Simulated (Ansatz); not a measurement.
Gas-phase electronic energies from Ansatz, PBE0-D4/def2-TZVP geometries. CCSD(T)/CBS is the MP2 limit (def2-TZVPP, def2-QZVPP) plus CCSD(T) − MP2 in def2-TZVPP, frozen cores. This one scheme is used for every species. Functionals use def2-TZVPP. One conformer a species, not always the lowest.

Reaction (cleavage of the Al–P bond): `O[P]([AlH2])[SiH3]` + `O[SiH](O)[SiH3]` → `O[SiH]([SiH3])[O][AlH2]` + `OP[SiH3]`

| species | PBE energy (Eh) |
| --- | --- |
| `O[P]([AlH2])[SiH3]` | -951.63406 |
| `O[SiH](O)[SiH3]` | -732.75109 |
| `O[SiH]([SiH3])[O][AlH2]` | -975.68656 |
| `OP[SiH3]` | -708.73566 |

Problem. Work out ΔE.

Solution. ΔE = (-975.68656) + (-708.73566) − (-951.63406) − (-732.75109) = -0.03707 Eh = -97.3 kJ/mol. CCSD(T)/CBS gives -119.0 kJ/mol.

Largest T1 diagnostic among the species: 0.014.

From BLYP to BHLYP (50 % exact exchange), in def2-TZVPP and without D4, ΔE moves by −13.4 kJ/mol. Leaving LDA and LC-ωPBE aside and taking each functional with its dispersion term where it has one, the values, not all of them listed here, spread over 34.3 kJ/mol, from BHLYP-D4 to PBE-D4.
